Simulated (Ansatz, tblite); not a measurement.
Removing an electron: PSbSbSb tetrahedron (Sb3P). Total charge 0; singlet. Geometry: r2SCAN-D4/def2-SVP. Ansatz, gas phase; energy differences of separate SCF runs; the oxidised species was run as a doublet alone.

```xyz
4

P    -0.903   -1.128    0.365
Sb    0.999   -0.552   -1.264
Sb    0.897    0.389    1.394
Sb   -0.993    1.292   -0.495
```

In the def2 sets Sb takes a core potential; there is no spin–orbit coupling. The xTB rows come from tblite. Correlated methods freeze 17 core orbitals; core or outer-core shells of Sb are correlated, in sets that lack core-valence functions. The rows differ in basis, and correlated rows in double-zeta sets carry the largest basis error. In CCSD on the charge 1 doublet the largest single amplitude is 0.19, so its Hartree–Fock determinant may place the open shell otherwise than the density functionals do. HOMO above LUMO, or a gap near zero within one spin, warns that the state may not be the lowest or that an electron is smeared out.

```
              level  −HOMO (eV)  vertical IE (eV)  −LUMO (eV)  HOMO–LUMO gap (eV)                                     remarks
   PBE-D4/def2-TZVP        5.57              8.00        2.19                3.39  gap within one spin near zero (+1 doublet)
r2SCAN-D4/def2-TZVP        5.81              8.10        2.10                3.71                                           –
  PBE0-D4/def2-TZVP        6.42              8.11        1.57                4.85                                           –
       MP2/def2-SVP           –              8.24           –                   –                                           –
   CCSD(T)/def2-SVP           –              8.03           –                   –                                           –
```

Task: Estimate the rows for GFN1-xTB, GFN2-xTB, HF/def2-SVP, CCSD/def2-SVP.

Result: 
```json
{"level": "GFN1-xTB", "−HOMO (eV)": "8.85", "vertical IE (eV)": "12.33", "−LUMO (eV)": "6.20", "HOMO–LUMO gap (eV)": "2.66"}
{"level": "GFN2-xTB", "−HOMO (eV)": "9.29", "vertical IE (eV)": "11.80", "−LUMO (eV)": "7.10", "HOMO–LUMO gap (eV)": "2.20"}
{"level": "HF/def2-SVP", "−HOMO (eV)": "–", "vertical IE (eV)": "7.48", "−LUMO (eV)": "–", "HOMO–LUMO gap (eV)": "–"}
{"level": "CCSD/def2-SVP", "−HOMO (eV)": "–", "vertical IE (eV)": "8.01", "−LUMO (eV)": "–", "HOMO–LUMO gap (eV)": "–"}
```

  Raw xTB energy differences between charge states are shifted by several eV; the methods need an empirical correction for them.
